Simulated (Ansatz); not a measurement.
The lowest singlet and triplet of C2H4 (SMILES C=C); geometries from B3LYP-D3(BJ)/def2-TZVP, each state relaxed from the structure named, with no frequency check.
Singlet (charge 0, multiplicity 1):
```xyz
6

C     -0.66203    -0.00498    -0.01849
C      0.66203     0.00498     0.01849
H     -1.23919     0.91177    -0.00780
H     -1.22385    -0.93029    -0.06098
H      1.23919    -0.91177     0.00780
H      1.22385     0.93029     0.06098
```
Triplet (charge 0, multiplicity 3):
```csv
atom,x (Å),y (Å),z (Å)
C,-0.7210,-0.0054,-0.0201
C,0.7210,0.0054,0.0201
H,-1.2805,0.6617,-0.6696
H,-1.3057,-0.6813,0.5974
H,1.3166,-0.6238,-0.6350
H,1.2696,0.6434,0.7072
```

A positive gap puts the triplet lower; no zero-point energy. R- takes a restricted singlet. U- takes an unrestricted singlet (broken symmetry where lower, unprojected). The triplet is unrestricted in single-reference levels. Active spaces average the two states.

Cores are frozen in the correlated methods.

Run with Ansatz (Gaussian orbitals). 

```
level                                     gap E(singlet) − E(triplet), adiabatic (eV)
----------------------------------------  -------------------------------------------
R-HF/cc-pVDZ                                                                   -1.869
U-SVWN5/def2-TZVPP                                                             -3.099
U-PBE0/def2-TZVPP                                                              -2.665
R-B2PLYP/def2-TZVPP                                                            -2.872
U-MP2/cc-pVDZ                                                                  -2.930
R-CCSD/cc-pVDZ                                                             (withheld)
R-CCSD/cc-pVTZ                                                                 -2.825
U-CCSD/cc-pVTZ                                                                 -2.825
FIC-NEVPT4(SD) on SA-CASSCF(2,2)/cc-pVTZ                                       -2.924
```

**Question.** What belongs in the gaps?

**Answer.** 
- R-CCSD/cc-pVDZ, gap E(singlet) − E(triplet), adiabatic (eV): -2.764

Ansatz is a quantum-chemistry and plane-wave program.
